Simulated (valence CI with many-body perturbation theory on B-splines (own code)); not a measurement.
# Yb LXVI in brief

Calculated by valence CI with perturbative core correlation (CI+MBPT): three valence electrons over a frozen Dirac-Fock core [He], radial functions for each j: 11 s, 11 p, 9 d, 7 f, 5 g, 2 h, 1 i, with the one-electron correlation potential Σ1 (screened to all orders), the two-electron term Σ2, the three-electron term Σ3, Breit, model QED; selected single and double excitations, second order for the rest (own B-spline code, finite nucleus).

The last digits are not significant, and no measured levels were compared; by estimate large intervals hold to a few tenths of a per cent, small ones and those within an open d or f shell to about a per cent.

Levels are named by their leading jj configuration (3d3/2^4 stands for four electrons in 3d with j = 3/2), which in mixed levels can hold well under half, so a name can repeat and another be missing.

Rates and lifetimes use the calculated energies. Strong lines usually hold to 10 to 20 %, long lifetimes can be off by a factor of two.

Q: What is the ground level?

A: (2s^2 2p1/2) J=1/2, composition 100 % 2s2 2p 2P°, g = 0.621.

Q: What are the static dipole polarisabilities of the lowest levels?

A: (2s^2 2p1/2) J=1/2 0.000200 bohr³, of which the core gives 2.84e-07.

Q: What is the ionisation energy?

A: 16566 eV; NIST lists 16570 ± 30 eV (theoretical).

Q: Among levels below 11503 eV, which E1 lines absorb most strongly from the ground level?

A: to (2s^2 3d3/2) J=3/2 at 0.1263 nm, f = 0.561; to (2s 2p1/2 3p1/2) J=3/2 at 0.1291 nm, f = 0.203; to (2s 2p1/2 2p3/2) J=3/2 at 0.8744 nm, f = 0.155.

Q: Where does the other parity begin?

A: At (2s 2p1/2^2) J=1/2, 247 eV.
